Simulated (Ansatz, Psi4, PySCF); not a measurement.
C₂H₆N (SMILES C[CH-]N), charge -1, singlet, at a GFN2-xTB geometry. Base run: PySCF with MP2/6-311G**.

Input for PySCF:
```python
from pyscf import gto, scf, mp

mol = gto.M(
    atom='''
C     1.173794   -0.298885   -0.030648
C    -0.000619    0.690498   -0.119470
N    -1.281756   -0.073605    0.018756
H     2.131807    0.237138    0.010824
H     1.167587   -1.007128    0.848546
H     1.205745   -0.944680   -0.924685
H     0.048015    1.289231    0.846587
H    -1.253289   -0.753268    0.806942
H    -1.366625   -0.655738   -0.818802
''',
    basis='6-311g**',
    charge=-1,
    spin=0,
    verbose=4,
)

mf = scf.RHF(mol)
mf.kernel()

pt = mp.MP2(mf)
pt.kernel()
print('E(MP2) = %.10f' % pt.e_tot)
```

The same geometry, method and basis name were run in Ansatz (a first-principles code) and Psi4 and PySCF, at each program's defaults and at the settings that a row names. The base is PySCF at its defaults. Differences at the defaults can come from grids, fitting, cores and function types together.

```tsv
code and settings	ΔE vs base (mEh)	basis functions	E (Eh)	SCF cycles
PySCF, defaults (exact integrals, spherical functions, all electrons correlated)	0.000	90	-134.14232	11
Psi4, defaults (density fitting with its default set, spherical functions, all electrons correlated)	…	90	…	12
Ansatz, defaults (factorised integrals, spherical functions, frozen core)	56.352	90	-134.08596	-
PySCF, frozen core	56.347	90	-134.08597	11
Psi4, exact integrals, spherical functions, frozen core	56.346	90	-134.08597	12
Ansatz, high accuracy, frozen core	56.346	90	-134.08597	-
```

### Question
Some entries are withheld; supply them.

### Answer

- Psi4, defaults (density fitting with its default set, spherical functions, all electrons correlated), ΔE vs base (mEh): 0.090
- Psi4, defaults (density fitting with its default set, spherical functions, all electrons correlated), E (Eh): -134.14223
